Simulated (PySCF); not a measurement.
Atoms are numbered as in `[CH2:1]=[CH:2][O:3][C:4](=[O:5])[c:6]1[cH:7][cH:8][cH:9][cH:10][cH:11]1` (H(Xn): hydrogen on atom n). Ha(C1) is cis to O3; Hb(C1) is trans to O3.

GIAO shifts from PySCF on PBE0-D3(BJ)/def2-SVP geometries (one conformer, non-relativistic, equivalent nuclei averaged), against TMS at the same level and in the same medium; PCM means IEF-PCM chloroform.

Measured (solution, not stated per compound (mostly CDCl3 or CCl4); Pretsch, Buehlmann, Badertscher, Structure Determination of Organic Compounds, 4th ed. (2009)): H(C2) 7.52, Hb(C1) 4.67, Ha(C1) 5.04 ppm.

Q: Which unscaled values do PBE0/pcSseg-1, PCM; WP04/pcSseg-1, PCM; wB97X-D/pcSseg-1, PCM give, and how close are they?

A: 
```
 atoms  measured  PBE0/pcSseg-1, PCM  WP04/pcSseg-1, PCM  wB97X-D/pcSseg-1, PCM
 H(C2)      7.52                8.03                7.75                   8.03
Hb(C1)      4.67                5.09                4.88                   5.08
Ha(C1)      5.04                5.44                5.19                   5.45
```

Mean absolute error for 1H: PBE0/pcSseg-1, PCM 0.44, WP04/pcSseg-1, PCM 0.20, wB97X-D/pcSseg-1, PCM 0.44 ppm.
